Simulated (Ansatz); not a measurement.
The lowest singlet and triplet of C3H6 (SMILES C[C]C); geometries from B3LYP-D3(BJ)/def2-TZVP, each state relaxed from the structure named, with no frequency check.
Singlet (charge 0, multiplicity 1):
```json
[
 {"atom": "C", "x (Å)": "1.2243", "y (Å)": "-0.0107", "z (Å)": "0.1054"},
 {"atom": "C", "x (Å)": "-0.0296", "y (Å)": "0.2653", "z (Å)": "-0.6019"},
 {"atom": "C", "x (Å)": "-1.2103", "y (Å)": "-0.1147", "z (Å)": "0.1793"},
 {"atom": "H", "x (Å)": "1.4677", "y (Å)": "-0.9965", "z (Å)": "-0.3372"},
 {"atom": "H", "x (Å)": "1.1771", "y (Å)": "-0.1577", "z (Å)": "1.1967"},
 {"atom": "H", "x (Å)": "2.0521", "y (Å)": "0.6400", "z (Å)": "-0.1785"},
 {"atom": "H", "x (Å)": "-1.0682", "y (Å)": "-0.8176", "z (Å)": "1.0164"},
 {"atom": "H", "x (Å)": "-2.0817", "y (Å)": "-0.3751", "z (Å)": "-0.4225"},
 {"atom": "H", "x (Å)": "-1.4534", "y (Å)": "0.8682", "z (Å)": "0.6283"}
]
```
Triplet (charge 0, multiplicity 3):
```xyz
9

C      1.347    -0.017     0.045
C     -0.020     0.181    -0.438
C     -1.339    -0.062     0.147
H      1.551    -1.073     0.282
H      1.550     0.563     0.959
H      2.084     0.292    -0.701
H     -1.489    -1.124     0.398
H     -2.140     0.221    -0.540
H     -1.490     0.513     1.075
```

A positive gap puts the triplet lower; no zero-point energy. R- takes a restricted singlet. U- takes an unrestricted singlet (broken symmetry where lower, unprojected). The triplet is unrestricted in single-reference levels. Active spaces average the two states.

Frozen-core correlation.

The values were computed with Ansatz (a first-principles code) with Gaussian orbitals. Each number belongs to the level named beside it.

| level | gap E(singlet) − E(triplet), adiabatic (eV) |
|---|---|
| R-HF/cc-pVTZ | 0.803 |
| R-wB97M-V/def2-TZVPP | -0.189 |
| U-wB97M-V/def2-TZVPP | -0.189 |
| R-MP2/cc-pVDZ | 0.175 |
| U-MP2/cc-pVTZ (spin-contaminated) | 0.178 |
| R-CCSD(T)/cc-pVDZ | 0.071 |
| U-CCSD(T)/cc-pVDZ (spin-contaminated) | 0.100 |
| SA-CASSCF(2,2)/cc-pVTZ | 0.288 |
| FIC-MRCISD+Q on SA-CASSCF(2,2)/cc-pVTZ | ___ |

Task: Fill in the missing entries.

Result: 
- FIC-MRCISD+Q on SA-CASSCF(2,2)/cc-pVTZ, gap E(singlet) − E(triplet), adiabatic (eV): -0.011

Doubts at one or more of the structures used: a restricted determinant that unrestricted orbitals would lower (R-HF/cc-pVTZ, R-MP2/cc-pVDZ, R-CCSD(T)/cc-pVDZ); T1 above 0.05 (U-CCSD(T)/cc-pVDZ (spin-contaminated)).
